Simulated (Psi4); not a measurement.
C$_{4}$H$_{3}$O, doublet, at a GFN2-xTB geometry, atoms displaced at random by about 0.1 Å a coordinate; B3LYP/STO-3G run with Psi4.

The Psi4 input:
```
memory 2 GB

molecule {
0 2
O    -0.10724266    0.08742914    1.20112783
C     0.03035374    1.20848957    0.50460498
C    -0.11621176   -1.11246733    0.40307456
C     0.09760651    0.72725384   -0.93899020
C     0.12006553   -0.66343933   -1.00555417
H    -0.01115435   -2.01994488    0.73505764
H     0.05211744    1.37292830   -1.70598697
H    -0.06741955   -1.34565514   -1.85926799
}

set {
  basis sto-3g
  reference uks
}

optimize('b3lyp')
print_variables()
```

Output, abridged:

```
invalid escape sequence '\d'

gradient() will perform analytic gradient computation.

   => Loading Basis Set <=

    Name: STO-3G
    Role: ORBITAL
    Keyword: BASIS

         ---------------------------------------------------------
                                   SCF
               by Justin Turney, Rob Parrish, Andy Simmonett
                          and Daniel G. A. Smith
                              UKS Reference
         ---------------------------------------------------------

  ==> Geometry <==

    Molecular point group: c1
    Full point group: C1

    Geometry (in Angstrom), charge = 0, multiplicity = 2:

       Center              X                  Y                   Z               Mass
    ------------   -----------------  -----------------  -----------------  -----------------
         O           -0.104851787381     0.067909151611     1.142677971097    15.994914619570
         C            0.032744612619     1.188969581611     0.446155121097    12.000000000000
         C           -0.113820887381    -1.131987318389     0.344624701097    12.000000000000
         C            0.099997382619     0.707733851611    -0.997440058903    12.000000000000
         C            0.122456402619    -0.682959318389    -1.064004028903    12.000000000000
         H           -0.008763477381    -2.039464868389     0.676607781097     1.007825032230
         H            0.054508312619     1.353408311611    -1.764436828903     1.007825032230
         H           -0.065028677381    -1.365175128389    -1.917717848903     1.007825032230

  Running in c1 symmetry.

  Rotational constants: A =      0.32646  B =      0.28758  C =      0.15328 [cm^-1]
  Rotational constants: A =   9787.04037  B =   8621.34655  C =   4595.25214 [MHz]
  Nuclear repulsion =  147.617483300584752

  Charge       = 0
  Multiplicity = 2
  Electrons    = 35
  Nalpha       = 18
  Nbeta        = 17

  ==> Algorithm <==

  SCF Algorithm Type is DF.
  DIIS enabled.
  MOM disabled.
  Fractional occupation disabled.
  Guess Type is SAD.
  Energy threshold   = 1.00e-08
  Density threshold  = 1.00e-08
  Integral threshold = 1.00e-12

  ==> Primary Basis <==

  Basis Set: STO-3G
    Blend: STO-3G
    Number of shells: 18
    Number of basis functions: 28
    Number of Cartesian functions: 28
    Spherical Harmonics?: true
    Max angular momentum: 1

  ==> DFT Potential <==

   => LibXC <=

    Version 7.1.2
    S. Lehtola, C. Steigemann, M. J. T. Oliveira, and M. A. L. Marques,  SoftwareX 7, 1–5 (2018) (10.1016/j.softx.2017.11.002)

   => Composite Functional: B3LYP <=

    B3LYP Hyb-GGA Exchange-Correlation Functional

    P. J. Stephens, F. J. Devlin, C. F. Chabalowski, and M. J. Frisch,  J. Phys. Chem. 98, 11623 (1994) (10.1021/j100096a001)

    Deriv               =              1
    GGA                 =           TRUE
    Meta                =          FALSE

    Exchange Hybrid     =           TRUE
    MP2 Hybrid          =          FALSE

   => Exchange Functionals <=

    0.0800   Slater exchange
    0.7200         Becke 88

   => Exact (HF) Exchange <=

    0.2000               HF

   => Correlation Functionals <=

    0.1900   Vosko, Wilk & Nusair (VWN5_RPA)
    0.8100   Lee, Yang & Parr

   => LibXC Density Thresholds  <==

    XC_HYB_GGA_XC_B3LYP:  1.00E-15

   => Molecular Quadrature <=

    Radial Scheme          =       TREUTLER
    Pruning Scheme         =           NONE
    Nuclear Scheme         =       TREUTLER

    Blocking Scheme        =         OCTREE
    BS radius alpha        =              1
    Pruning alpha          =              1
    Radial Points          =             75
    Spherical Points       =            302
    Total Points           =         168756
    Total Blocks           =           1348
    Max Points             =            256
    Max Functions          =             28
    Weights Tolerance      =       1.00E-15

   => Loading Basis Set <=

    Name: (STO-3G AUX)
    Role: JKFIT
    Keyword: DF_BASIS_SCF

[...]
  @DF-UKS Final Energy:  -226.39525294930078
    Total Energy =                       -226.3952529493007830
  @DF-UKS Final Energy:  -226.39556051752021
    Total Energy =                       -226.3955605175202095
  @DF-UKS Final Energy:  -226.39530795551354
    Total Energy =                       -226.3953079555135446
  @DF-UKS Final Energy:  -226.39578881070980
    Total Energy =                       -226.3957888107098029
  @DF-UKS Final Energy:  -226.39579701371906
    Total Energy =                       -226.3957970137190614
  @DF-UKS Final Energy:  -226.39580192956370
    Total Energy =                       -226.3958019295637030
  @DF-UKS Final Energy:  -226.39580559430536
    Total Energy =                       -226.3958055943053580
[...]
	             B(2,4,5)     104.69525       -0.00001       -0.01452     104.68073
	             B(2,4,7)     127.91069        0.00000        0.00644     127.91713
	             B(3,5,4)     107.43213       -0.00000       -0.00231     107.42981
	             B(3,5,8)     126.49363        0.00000        0.00854     126.50217
	             B(4,5,8)     126.07424       -0.00000       -0.00622     126.06802
	             B(5,3,6)     133.61284        0.00000        0.00815     133.62099
	             B(5,4,7)     127.39405        0.00000        0.00808     127.40213
	           D(1,2,4,5)      -0.01219        0.00000        0.01899       0.00680
	           D(1,2,4,7)     180.00670       -0.00000       -0.01034     179.99636
	           D(1,3,5,4)      -0.00681        0.00000        0.01047       0.00367
	           D(1,3,5,8)    -180.01310        0.00000        0.01864    -179.99446
	           D(2,1,3,5)      -0.00000       -0.00000        0.00000       0.00000
	           D(2,1,3,6)     179.98471        0.00000        0.02667     180.01138
	           D(2,4,5,3)       0.01126       -0.00000       -0.01746      -0.00620
	           D(2,4,5,8)     180.01752       -0.00000       -0.02559     179.99194
	           D(3,1,2,4)       0.00819       -0.00000       -0.01283      -0.00464
	           D(3,5,4,7)    -180.00750        0.00000        0.01166    -179.99583
	           D(4,5,3,6)    -179.98828       -0.00000       -0.02178    -180.01006
	           D(6,3,5,8)       0.00542       -0.00000       -0.01361      -0.00819
	           D(7,4,5,8)      -0.00123        0.00000        0.00354       0.00230
	-------------------------------------------------------------------------------

	                                 ==> Convergence Check <==

	Measures of convergence in internal coordinates in au.

	Criteria marked as inactive (o), active & met (*), and active & unmet ( ).

	----------------------------------------------------------------------------------------------
	   Step    Total Energy     Delta E     Max Force     RMS Force      Max Disp      RMS Disp
	----------------------------------------------------------------------------------------------
	  Convergence Criteria     1.00e-06 *    3.00e-04 *             o    1.20e-03 *             o
	----------------------------------------------------------------------------------------------
	    10    -226.39580559   -3.66e-06      1.55e-04 *    4.62e-05 o    4.95e-04 *    2.40e-04 o  ~
	----------------------------------------------------------------------------------------------

Next Geometry in Ang
	Fragment 1 (Ang)

	    O  -0.0346316481   0.0148638171   1.1940225344
	    C   0.0173446356   1.1217609910   0.3473245160
	    C  -0.0357052514  -1.0952766676   0.3029373821
	    C   0.0484057791   0.7859945703  -0.9885111362
	    C   0.0130625945  -0.6704284898  -1.0040734293
	    H  -0.0740076129  -2.0834629922   0.7760499223
	    H   0.0900643664   1.4576045762  -1.8483697823
	    H   0.0235448411  -1.3055828729  -1.8949707251

    Final optimized geometry and variables:
    Molecular point group: c1
    Full point group: C1

    Geometry (in Angstrom), charge = 0, multiplicity = 2:

    O           -0.034652090864     0.014949124581     1.193846082957
    C            0.017503989888     1.122049551899     0.347435063846
    C           -0.035876797946    -1.095267270021     0.302846592192
    C            0.048251294660     0.785948197433    -0.988391030650
    C            0.012959266404    -0.670413882766    -1.003964230139
    H           -0.073874479974    -2.083576908908     0.775790624186
    H            0.090122648862     1.457453900048    -1.848350829411
    H            0.023643873299    -1.305669780150    -1.894802990918

  Variable Map:
  ----------------------------------------------------------------------------
[...]
  Array Variable Map:
  ----------------------------------------------------------------------------
[...]
Optimizer: Optimization complete!
```
